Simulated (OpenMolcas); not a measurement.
**Ca II: effect of the active space**

```json
{"Program": "OpenMolcas 26.06", "Method": "CASSCF", "Basis": "ANO-RCC-VTZP", "Scalar Hamiltonian": "DKH2, point nucleus", "Spin-orbit coupling": "RASSI with atomic mean-field integrals over the reference wave functions, term energies averaged over their components"}
```

A. 1 electron in 4 orbitals (4s 4p); 2S+1 = 2 even, 1 root; 2S+1 = 2 odd, 3 roots; cost roughly 6 core-seconds
B. 1 electron in 8 orbitals (4s 4p 5s 5p); 2S+1 = 2 even, 1 root; 2S+1 = 2 odd, 3 roots; cost roughly 4 core-seconds
C. 1 electron in 9 orbitals (3d 4s 4p); 2S+1 = 2 even, 6 roots; 2S+1 = 2 odd, 3 roots; cost of the order of 8 core-seconds

Energies in cm-1 above 4s 2S 1/2, the measured ground level; measured values from NIST Handbook of Basic Atomic Spectroscopic Data.

| Level | A | B | C | Measured |
| --- | --- | --- | --- | --- |
| 4s 2S 1/2 | 0.0 | 0.0 | 0.0 | 0.0 |
| 4p 2P* 1/2 | 23624 | 23624 | 23239 | 25192 |
| 4p 2P* 3/2 | 23775 | 23775 | 23390 | 25414 |

Deviations, from unrounded energies. A percentage is the sum of absolute deviations over the sum of measured energies, with the sign that they share, or ± where signs differ.

```tsv
Against measurement	Levels	A	B	C
mean absolute deviation (cm-1)	2	1600	1600	2000
other configurations (%)	2	-6.3	-6.3	-7.9
```

A, B lie about equally close to measurement and C furthest from it. The largest miss of A in the table is 4p 2P* 3/2, by -1600 cm-1. The ranking rests on the paired levels alone, and a cruder setting can come out closer through cancelling errors.

Among A to C the level of the table that moves most is 4p 2P* 1/2, by 380 cm-1 (lowest in C, highest in A).

ANO sets are built for ground and valence states and can reach diffuse excited orbitals poorly. With one active electron the reference holds no correlation, so core polarisation is missing. With one active electron outside closed inactive shells, the extra shells (5p 5s) add no correlation to the reference (holds for B). Measured partners are found by configuration, term and J. A level has none where our copy of the source lacks it or the pairing is in doubt (some pairs that miss far off the trend of their configuration count as doubtful), and it then counts in no deviation. Levels of configurations outside the active space are missing. Levels that lie high or do not pair safely by name in every column are left out.

* marks odd parity.
